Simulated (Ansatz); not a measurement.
Input and output for ClGeH$_{7}$Si$_{2}$ (`[SiH3][GeH2][SiH2]Cl`).

```yaml
crystal:
  periodic: [false, false, false]
  atoms:
    - {symbol: Si, position_ang: [-1.289874, 1.422994, 0.428169]}
    - {symbol: Ge, position_ang: [0.066175, -0.466446, 0.927819]}
    - {symbol: Si, position_ang: [1.342903, -1.065958, -0.985283]}
    - {symbol: Cl, position_ang: [0.064630, -1.208903, -2.600739]}
    - {symbol: H, position_ang: [-2.276895, 1.064421, -0.621478]}
    - {symbol: H, position_ang: [-2.011602, 1.878604, 1.645147]}
    - {symbol: H, position_ang: [-0.429185, 2.529192, -0.066796]}
    - {symbol: H, position_ang: [-0.807674, -1.662562, 1.344950]}
    - {symbol: H, position_ang: [1.028824, -0.151824, 2.089300]}
    - {symbol: H, position_ang: [2.349632, -0.022497, -1.302675]}
    - {symbol: H, position_ang: [2.028263, -2.373921, -0.837813]}
basis:
  gaussian: {orbitals: 6-31G}
hamiltonian: {xc: {name: HF}}
correlation: {method: ccsd_t, diis_vectors: 1}
```

```sh
$ ansatz run in.yaml --threads 4 --pin off --events-out ev --progress --plain --max-ram 10444MiB
```

Output, abridged:

```
Functional definition: HF
894 factors; integrals over basis functions are off by at most 4.3e-4 eV
mean field evaluation 1: about -84798.4352 eV, gradient 1.5e1 eV
mean field evaluation 2: about -84798.5438 eV, gradient 1.5e1 eV
mean field evaluation 4: about -84799.7122 eV, gradient 1.6e0 eV
mean field evaluation 8: about -84799.7232 eV, gradient 8.0e-2 eV
mean field -84799.72319409 eV, -3116.3323480662 hartree, gradient 1.2e-6 eV, S^2 0.000000; 0 other end points of the search recorded, 0 dependent functions left out
24 core orbitals not correlated: weight in the atoms' cores, before any rotation towards them, 1.000 or more for the frozen orbitals, at most 0.000 for the correlated occupied ones
reference -84799.72319409 eV, -3116.3323480662 hartree; 18, 18 occupied and 40, 40 virtual orbitals, 894 factors
second order -9.77407460 eV of doubles, -0.00000000 eV of singles
cycle   1  -10.32529565 eV  change   -5.5e-1 eV  update   9.1e-2
cycle   2  -10.85558761 eV  change   -5.3e-1 eV  update   3.2e-2
cycle   3  -10.86454700 eV  change   -9.0e-3 eV  update   9.3e-3
cycle   4  -10.88240041 eV  change   -1.8e-2 eV  update   2.8e-3
cycle   5  -10.88152333 eV  change    8.8e-4 eV  update   1.2e-3
cycle   6  -10.88436707 eV  change   -2.8e-3 eV  update   5.7e-4
cycle   7  -10.88465997 eV  change   -2.9e-4 eV  update   2.4e-4
cycle   8  -10.88505146 eV  change   -3.9e-4 eV  update   8.8e-5
cycle   9  -10.88505906 eV  change   -7.6e-6 eV  update   4.1e-5
cycle  10  -10.88512153 eV  change   -6.2e-5 eV  update   2.0e-5
cycle  11  -10.88513460 eV  change   -1.3e-5 eV  update   9.9e-6
perturbative correction -0.17104524 eV, -0.0062857966 hartree
Total energy: -84810.77937393 eV, -3116.7386551811 hartree
```

Run time 1.6 s (4 threads of an Arm Neoverse V2 on a shared host); peak host memory 0.19 GiB.
